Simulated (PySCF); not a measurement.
Species: C2H9GeNOSi.
SMILES: `CC(=O)[N]([SiH3])[GeH3]`

Torsions of this conformer, `[CH3:1][C:2](=[O:3])[N:4]([SiH3:5])[GeH3:6]`: C1–C2–N4–Si5 0°.

The closed-shell ground state was solved at several levels (PySCF, density fitting, gas phase). Isolated species at its PBE0-D3(BJ)/def2-SVP geometry (one conformer only). The calculation is non-relativistic and has no spin–orbit coupling, an omission that weighs most on germanium.

| level | basis functions | HOMO (eV) | LUMO (eV) | gap (eV) | dipole (D) |
| --- | --- | --- | --- | --- | --- |
| PBE0/pcSseg-1 | 178 | -7.70 | 0.09 | 7.79 | 2.51 |
| CAM-B3LYP/def2-SVPD | 217 | -9.17 | 0.73 | 9.90 | 2.61 |

Question: What might B3LYP/pcSseg-1 (178 basis functions) give for the same quantities?

Answer: HOMO -7.41 eV, LUMO -0.14 eV, gap 7.27 eV, dipole 2.49 D.

Question: Over all these levels, which gives the widest orbital gap and which the narrowest?

Answer: CAM-B3LYP/def2-SVPD (range-separated hybrid) has the widest, 9.90 eV, and B3LYP/pcSseg-1 (global hybrid, 20 % exact exchange) the narrowest, 7.27 eV. Functional and basis both differ between the two, so the spread mixes both effects.

Question: How far do the dipole and the HOMO energy spread over the levels?

Answer: The dipole runs from 2.49 to 2.61 D (mean 2.54 D) and the HOMO from -9.17 to -7.41 eV.
